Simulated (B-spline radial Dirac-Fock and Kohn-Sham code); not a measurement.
## Os: computed levels beside tabulated edges

Model: Dirac-Fock (average of configuration) total-energy differences with a finite nucleus, the Breit interaction including its frequency dependence, and self-energy and vacuum-polarisation corrections. Program: a radial B-spline solver. Correlation and solid-state effects are left out.

Input of the calculation (task.json; shells as n, l, electrons):

```json
{"items": [{
  "Z": 76,
  "q": 0,
  "cfg": [[1, 0, 2], [2, 0, 2], [2, 1, 6], [3, 0, 2], [3, 1, 6], [3, 2, 10], [4, 0, 2], [4, 1, 6], [4, 2, 10], [4, 3, 14], [5, 0, 2], [5, 1, 6], [5, 2, 6], [6, 0, 2]],
  "A": 192,
  "rrms": 5.4126,
  "do": ["binding"],
  "screen": [5, 2]
}]}
```

Run with: `python xray_run.py task.json out`

Two models are given for 1s2 2s2 2p6 3s2 3p6 3d10 4s2 4p6 4d10 4f14 5s2 5p6 5d6 6s2. In the first the electron is removed to infinity. In the second it is placed in the 5d shell, so that the atom stays neutral; this mimics a hole screened by valence charge, or the onset of absorption below the ionisation limit. The tabulated edges (Elam, Ravel and Sieber, Radiat. Phys. Chem. 63, 121 (2002)) refer to the element in its standard state, with the Fermi level as zero for a metal.

| level | ionised (eV) | screened (eV) | tabulated (eV) | ionised − table | screened − table |
| --- | --- | --- | --- | --- | --- |
| K (1s) | 73878.1 | 73867.3 | 73871.0 | +7.1 | -3.7 |
| L1 (2s) | 12985.6 | 12974.6 | 12968.0 | +17.6 | +6.6 |
| L2 (2p1/2) | 12397.1 | 12386.1 | 12385.0 | +12.1 | +1.1 |
| L3 (2p3/2) | 10883.2 | 10872.2 | 10871.0 | +12.2 | +1.2 |
| M1 (3s) | 3068.4 | 3057.5 | 3049.0 | +19.4 | +8.5 |
| M2 (3p1/2) | 2807.8 | 2796.9 | 2792.0 | +15.8 | +4.9 |
| M3 (3p3/2) | 2473.8 | 2462.8 | 2457.0 | +16.8 | +5.8 |
| M5 (3d5/2) | 1972.1 | 1961.1 | 1960.0 | +12.1 | +1.1 |
| N1 (4s) | 674.3 | 663.3 | 658.2 | +16.1 | +5.1 |
| N2 (4p1/2) | 564.5 | 553.6 | 549.1 | +15.4 | +4.5 |
| N3 (4p3/2) | 485.9 | 474.9 | 470.7 | +15.2 | +4.2 |
| N5 (4d5/2) | 291.2 | 280.3 | 278.5 | +12.7 | +1.8 |
| N6 (4f5/2) | 61.64 | 50.76 | 53.40 | +8.2 | -2.6 |
| N7 (4f7/2) | 58.95 | 48.07 | 50.70 | +8.3 | -2.6 |
| O1 (5s) | 103.7 | 92.97 | 84.00 | +19.7 | +9.0 |
| O2 (5p1/2) | 67.52 | 57.19 | 58.00 | +9.5 | -0.8 |
| O3 (5p3/2) | 55.37 | 45.16 | 44.50 | +10.9 | +0.7 |

The screened model lies closer: the mean absolute deviations are 13.5 eV (ionised) and 3.8 eV (screened). Screening lowers the levels by 10.8 eV on average.
